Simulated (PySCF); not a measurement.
WOF₂, SMILES [O]=[W]([F])[F] (connectivity only; charge and spin as stated), neutral, multiplicity 3.

Geometry: PBE-D3(BJ)/def2-TZVP. The multiplicity is an assumed one; other spin states were not compared. The def2 effective core potentials stand for the cores of W; spin–orbit coupling is left out.

These are PySCF with TDA-PBE/def2-SVPD values and carry that method's errors.

Vertical excitations. 

Computed lowest excited states:
```
state    energy (eV)  λ (nm)      f                            main pairs
-------  -----------  ------  -----  ------------------------------------
root 1          1.59     778  0.002                      α HOMO→LUMO 99 %
root 2          2.86     433  0.005                    α HOMO−1→LUMO 98 %
root 3          3.08     402  0.000                   α HOMO→LUMO+1 100 %
root 4          3.80     326  0.000                    α HOMO→LUMO+2 97 %
root 5          4.48     277  0.004  α HOMO→LUMO+3 48 %, β HOMO→LUMO 51 %
root 6          4.52     274  0.010  α HOMO→LUMO+3 51 %, β HOMO→LUMO 49 %
root 7          4.53     273  0.004                  α HOMO−1→LUMO+1 99 %
root 8          4.63     268  0.000                   α HOMO→LUMO+4 100 %
root 9          4.85     255  0.000                    β HOMO−1→LUMO 99 %
root 10         5.04     246  0.001                    β HOMO−2→LUMO 97 %
```
Unrestricted roots are not spin-pure.
